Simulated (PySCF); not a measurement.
Problem. What does the PBE0-D3(BJ)/def2-SVP structure of Ti(NMe2)Cl3 (`C[N](C)[Ti]([Cl])([Cl])[Cl]`) look like in three dimensions? (Singlet state.)

Solution. 
```xyz
13
C2H6Cl3NTi angstrom
Ti     0.1418   -0.0341   -1.6608
N      0.0676    0.1036    0.1511
C      1.0257   -0.5283    1.0260
C     -1.1226    0.6128    0.7909
H      1.4032    0.1923    1.7735
H      1.8832   -0.9064    0.4527
H      0.5624   -1.3757    1.5634
H     -1.8002    1.0601    0.0497
H     -1.6642   -0.1967    1.3134
H     -0.8638    1.3946    1.5272
Cl     2.2311   -0.1778   -2.3016
Cl    -0.8626    1.6788   -2.5826
Cl    -0.9709   -1.8753   -2.0807
```

Orientation and origin are arbitrary. Atoms count from 1 in this order. Ti1 (titanium bonded to 3 Cl and N) is distorted tetrahedral (angles from 103.5° to 111.9°). Of the pairs four or more bonds apart, H8···Cl12 is among the closest relative to their van der Waals radii: 2.86 Å, 97 % of the sum of Bondi's values. All 3 Cl–Ti bonds measure 2.189 to 2.192 Å. N2 (nitrogen bonded to 2 C and Ti) is almost planar (angles 122.9°, 120.1° and 115.7°, sum 358.7°, 0.10 Å off the plane of its three neighbours).

Bonds between heavy atoms (Å): Ti1–N2 1.819, Ti1–Cl11 2.190, Ti1–Cl12 2.189, Ti1–Cl13 2.192, N2–C3 1.443, N2–C4 1.444.

Theory: PBE0-D3(BJ)/def2-SVP geometry optimisation, gas phase (PySCF 2.14.0).

Point group: near Cs, missed by 0.19 Å at most; the miss may be what the optimiser left on a soft mode. No frequency check.
